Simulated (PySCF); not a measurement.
Cost against size for one kind of job: PySCF 2.14.0, PBE0-D3(BJ)/def2-SVP geometry optimisation, gas phase; work: geometry optimisation from a GFN2-xTB start shaken at random. Hardware: an Arm Neoverse N1 with one thread (shared host). The host was shared with other jobs, so the times are rough. Peak memory is the resident size of the whole Python process, interpreter and libraries included.

| species (SMILES) | atoms | electrons | basis functions | SCF cycles | gradient evaluations | wall time | peak memory |
| --- | --- | --- | --- | --- | --- | --- | --- |
| BCC#C | 9 | 28 | 81 | 52 | 8 | 24 s | 0.34 GiB |
| CCCI | 11 | 78 | 103 | 28 | 4 | ? | ? |
| B[PH2+][BH2-]C#C | 12 | 44 | 109 | 47 | 7 | 45 s | 0.45 GiB |
| FC(F)CC(F)(F)F | 11 | 66 | 127 | 47 | 7 | 68 s | 0.50 GiB |
| FC1=C[CH2][GeH2][CH2]1 | 13 | 72 | 137 | 41 | 6 | 89 s | 0.54 GiB |

Problem. Estimate the withheld figures.

Solution. `CCCI`: 32 s, 0.43 GiB.

Problem. Which species took longest, and how many times the shortest run?

Solution. `FC1=C[CH2][GeH2][CH2]1`, at 89 s: about 3.7 times the shortest (24 s).
